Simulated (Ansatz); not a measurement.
`C[Si](C)(F)BF` + `BOC` → `COBF` + `B[Si](C)(C)F`  (redistribution)

Computed with Ansatz on PBE0-D4/def2-TZVP structures; ΔE is electronic, products minus reactants. CBS: MP2 limit from def2 TZ/QZ plus the TZ coupled-cluster correction, frozen cores. Functionals use def2-TZVPP. One conformer a species, not always the lowest.

| level | ΔE (kcal/mol) |
| --- | --- |
| PBE | -1.2 |
| PBE0 | -2.4 |
| MP2/def2-TZVPP | -2.6 |
| HF/def2-QZVPP | -4.6 |

(1) What does CCSD(T)/CBS give? (Best estimate.)

Largest T1 diagnostic among the species: 0.014.

Results:

(1) Computed: -2.5 kcal/mol. The listed levels differ from it by 1.3, 0.1, -0.1, -2.1 kcal/mol.

From PBE to PBE0 (25 % exact exchange), in def2-TZVPP and without D4, ΔE moves by −1.2 kcal/mol. In def2-TZVPP, CCSD(T) changes the Hartree–Fock value by +2.1 kcal/mol (the triples alone add +0.5 kcal/mol) and MP2 by +2.0 kcal/mol.
